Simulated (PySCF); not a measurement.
Relaxation of quartet MoF₃

Computed with UPBE0/[Mo def2-TZVP with ECP28, F def2-TZVP], scalar-relativistic core potentials, density fitting, no spin–orbit coupling, PySCF. A (50,194) grid was used.

A hand-made trigonal planar start, of D3h symmetry, held to at least that symmetry:

Coordinates in bohr (charge 0 multiplicity 4):
```
Mo    0.0000    0.0000    0.0000
F     3.8173    0.0000    0.0000
F    -1.9086    3.3059    0.0000
F    -1.9086   -3.3059    0.0000
```

Optimiser trace:
```
step  E − E(last) (kJ/mol)  largest gradient (Eh/bohr)
   0                100.45                     0.06840
   1                  4.25                     0.01788
   2                  1.36                     0.01097
   3                  0.01                     0.00085
   4                  0.00                     0.00004
```

It ends at D3h with Mo–F 1.850 Å (×3); F–Mo–F 120.0° (×3). A frequency run shows a minimum. Other isomers or separated fragments may lie lower.

Final geometry:
```xyz
4
charge 0 multiplicity 4, angstrom
Mo    0.0000    0.0000    0.0000
F     1.8498    0.0000    0.0000
F    -0.9249    1.6019    0.0000
F    -0.9249   -1.6019    0.0000
```

Open d and f shells are described by one determinant, and the ground state may have another occupation or spin.

The relaxation took 6.9 s on 4 threads of a shared AMD EPYC 9R45 96-Core (Zen 5) host, with 133 basis functions and 5 gradients; the process peaked at 0.76 GiB. Launch command: `OMP_NUM_THREADS=4 python axn.py task.json out`.
